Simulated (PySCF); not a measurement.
## Xenon: a sound run and one with changed settings

Sound run: Xe [Xe], Xe⁺ [Kr] 4d10 5s2 5p5. Computed with PySCF 2.14 in aug-cc-pVDZ-PP with ECP28MDF (5s4p3d, 32 functions), with scalar relativity through the core potential. In the sound run the correlated levels freeze 4s2 4p6 4d10 outside the core potential. The sound run starts from symmetry-adapted Hartree-Fock orbitals and uses a fine grid where one is needed.

Changed run: initial guess atom, at most 50 SCF cycles.

| species | method | sound run (hartree) | changed run (hartree) | converged |
| --- | --- | --- | --- | --- |
| Xe | UHF | -328.29172 | -328.29172 | yes |
| Xe | PBE0 | -329.37099 | -329.37099 | yes |
| Xe | CCSD(T) | -328.40888 | -328.40888 | yes |
| Xe⁺ | LDA | -328.44265 | -328.44265 | yes |
| Xe⁺ | MP2 | -327.94688 | -327.94688 | yes |

Here the plain start reaches the same solutions.
